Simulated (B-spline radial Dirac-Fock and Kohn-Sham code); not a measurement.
W⁺ in Watson spheres of different radius

Method: Dirac-Fock (average of configuration) total-energy differences with a finite nucleus, the Breit interaction including its frequency dependence, and self-energy and vacuum-polarisation corrections. Computed with a radial B-spline solver. The ion, [Xe] 4f14 5d4 6s1, sits in a hollow sphere of charge Q = -1, a simple model of the Madelung potential. Inside the sphere an electron's potential energy is raised by the constant 14.40·|Q|/R eV, so binding energies fall by about that much as long as the orbitals stay inside.

```
radius (Å)  14.40 |Q|/R (eV)  1s (eV)  2s (eV)  2p1/2 (eV)  2p3/2 (eV)  3s (eV)  3p1/2 (eV)  3p3/2 (eV)  3d3/2 (eV)  3d5/2 (eV)  4s (eV)  4p1/2 (eV)  4p3/2 (eV)  4d3/2 (eV)  4d5/2 (eV)  4f5/2 (eV)  4f7/2 (eV)  5p1/2 (eV)  5p3/2 (eV)  5d (eV)  6s (eV)
         2              7.20  69529.8  12115.9     11552.3     10214.8   2835.1      2586.5      2293.6      1880.4      1818.0    610.7       507.1       439.3       269.1       256.7       42.16       40.03       57.73       47.93     8.37     7.27
       2.7              5.33  69531.4  12117.5     11553.9     10216.4   2836.7      2588.1      2295.2      1882.0      1819.6    612.3       508.7       440.9       270.7       258.3       43.77       41.64       59.36       49.55    10.00     8.79
```

From the smallest to the largest radius 1s moves by +1.6 eV, while the constant potential alone would give +1.9 eV; the difference comes from charge outside the sphere and its screening.
